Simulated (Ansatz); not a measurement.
`[OH][GaH][F]` → F• + Ga• + 2 H• + O•  (atomization)

Calculated with Ansatz (gas phase, PBE0-D4/def2-TZVP geometries, no zero-point term in ΔE). CCSD(T)/CBS adds triple-zeta CCSD(T) − MP2 to the extrapolated MP2 energy (def2 sets, frozen cores). This one scheme is used for every species, atoms too. DFT in def2-TZVPP. B3LYP here is the variant with VWN-RPA as its local correlation; programs differ in this. Open shells (•) are unrestricted, without spin–orbit coupling. Spin–orbit coupling would lower the free atoms: a little for F, O; clearly for Ga. Bonds to Ga are less sure, by a few kJ/mol each and by 10 to 20 or more in all where they break to atoms, as the def2 sets lack core-valence functions. Scalar relativity is left out up to krypton. Each species was taken in one conformer, which may not be the lowest.

`[OH][GaH][F]`:

Cartesian coordinates in Å:
```
O 0.184 -1.086 -0.701
Ga -0.185 0.370 0.236
F -1.909 0.620 0.359
H 1.121 -1.269 -0.799
H 0.790 1.365 0.904
```

Question: What is ΔE at CCSD(T)/CBS? (Estimate.)

Answer: Ansatz gave: +1612.6 kJ/mol.

Question: What do these levels give: LDA (SPW92), B97M-V, B3LYP-D4, BHLYP-D4, PBE-QIDH, PBE, PBE0, B3LYP, HF/def2-TZVPP, MP2/def2-TZVPP, SCS-MP2/def2-TZVPP, MP2/CBS(def2)? (An estimate is asked.)

Answer: Ansatz gave: LDA (SPW92) 1857.8, B97M-V 1592.3, B3LYP-D4 1567.1, BHLYP-D4 1497.5, PBE-QIDH 1574.1, PBE 1605.0, PBE0 1553.9, B3LYP 1557.2, HF/def2-TZVPP 1091.1, MP2/def2-TZVPP 1635.4, SCS-MP2/def2-TZVPP 1606.2, MP2/CBS(def2) 1673.8 kJ/mol.

Largest T1 diagnostic among the species: 0.015.

In def2-TZVPP, CCSD(T) changes the Hartree–Fock value by +483.1 kJ/mol (the triples alone add +29.0 kJ/mol) and MP2 by +544.3 kJ/mol; breaking electron pairs costs correlation energy, which Hartree–Fock lacks. From r2SCAN to r2SCAN0 (25 % exact exchange), in def2-TZVPP and without D4, ΔE moves by −52.5 kJ/mol: exact exchange takes away binding that semilocal exchange gives to molecules. The D4 term adds +9.8 kJ/mol with B3LYP and +5.0 kJ/mol with PBE0; it sums over pairs of atoms, weighted by their polarisabilities, and B3LYP, whose exchange is more repulsive, gets the larger term.

For atomizations the MP2-based limit and the directly extrapolated one differ by several kJ/mol either way, and by 10 to 25 for some Ge, Se and Sn compounds, so smaller differences from it don't rank the levels.
